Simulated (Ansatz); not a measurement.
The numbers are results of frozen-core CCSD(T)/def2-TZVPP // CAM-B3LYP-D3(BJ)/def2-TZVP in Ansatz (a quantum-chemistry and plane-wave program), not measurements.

Ansatz 0.2 input:
```yaml
crystal:
  periodic: [false, false, false]
  atoms:
    - { symbol: N, position_ang: [-0.947111, -0.095705, 0.017911] }
    - { symbol: Ga, position_ang: [0.854742, 0.086391, -0.016086] }
    - { symbol: H, position_ang: [-1.591629, 0.673939, -0.040003] }
    - { symbol: H, position_ang: [-1.421962, -0.978552, 0.096697] }
    - { symbol: H, position_ang: [1.694137, -1.218366, 0.084861] }
    - { symbol: H, position_ang: [1.411822, 1.532293, -0.143379] }
basis:
  gaussian: { orbitals: def2-TZVPP }
correlation:
  method: ccsd_t
```

Output:

```
Functional definition: HF
815 factors; integrals over basis functions are off by at most 1.2e-3 eV
mean field evaluation 1: about -53877.1917 eV, gradient 3.7e1 eV
mean field evaluation 2: about -53877.2347 eV, gradient 3.7e1 eV
mean field evaluation 4: about -53880.0816 eV, gradient 2.5e0 eV
mean field evaluation 8: about -53880.1116 eV, gradient 2.2e-1 eV
mean field evaluation 16: about -53878.9165 eV, gradient 2.4e1 eV
mean field -53880.11176892 eV, -1980.0575862563 hartree, gradient 1.5e-6 eV, S^2 0.000000; 0 other end points of the search recorded, 0 dependent functions left out
10 core orbitals not correlated
reference -53880.11176892 eV, -1980.0575862563 hartree; 11, 11 occupied and 114, 114 virtual orbitals, 815 factors
second order -12.46780085 eV of doubles, -0.00000000 eV of singles
cycle   1  -12.31183147 eV  change    1.6e-1 eV  update   9.4e-2
cycle   2  -12.74668233 eV  change   -4.3e-1 eV  update   2.9e-2
cycle   3  -12.82440157 eV  change   -7.8e-2 eV  update   1.5e-2
cycle   4  -12.81418757 eV  change    1.0e-2 eV  update   4.3e-3
cycle   5  -12.81460540 eV  change   -4.2e-4 eV  update   2.3e-3
cycle   6  -12.81462644 eV  change   -2.1e-5 eV  update   6.6e-4
cycle   7  -12.81449188 eV  change    1.3e-4 eV  update   2.9e-4
cycle   8  -12.81448375 eV  change    8.1e-6 eV  update   6.6e-5
cycle   9  -12.81450080 eV  change   -1.7e-5 eV  update   2.2e-5
perturbative correction -0.47894988 eV, -0.0176010836 hartree
Total energy: -53893.40521961 eV, -1980.5461115585 hartree
```

Cost: roughly 25 core-seconds.
